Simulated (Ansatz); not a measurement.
Consider the silylene formation by 1,1-elimination: `O[SiH2][Al]([OH])[OH]` → `[OH][AlH][OH]` + `O[SiH]`.

Computed with Ansatz on PBE0-D4/def2-TZVP structures; ΔE is electronic, products minus reactants. CCSD(T)/CBS adds triple-zeta CCSD(T) − MP2 to the extrapolated MP2 energy (def2 sets, frozen cores). This one scheme is used for every species. DFT in def2-TZVPP. One conformer a species, not always the lowest.

```tsv
species	PBE0 energy (Eh)
`O[SiH2][Al]([OH])[OH]`	-760.40513
`[OH][AlH][OH]`	-394.59104
`O[SiH]`	-365.74184
```

Task: Work out ΔE.

Result: ΔE = (-394.59104) + (-365.74184) − (-760.40513) = 0.07225 Eh = +1.97 eV. CCSD(T)/CBS gives +1.85 eV.

Largest T1 diagnostic among the species: 0.016.

From PBE to PBE0 (25 % exact exchange), in def2-TZVPP and without D4, ΔE moves by +0.11 eV. In def2-TZVPP, CCSD(T) changes the Hartree–Fock value by +0.08 eV (the triples alone add +0.02 eV) and MP2 by +0.18 eV. The D4 term adds +0.12 eV with B3LYP and +0.07 eV with PBE0; it sums over pairs of atoms, weighted by their polarisabilities, and B3LYP, whose exchange is more repulsive, gets the larger term.

B3LYP here is the variant with VWN-RPA as its local correlation; programs differ in this.
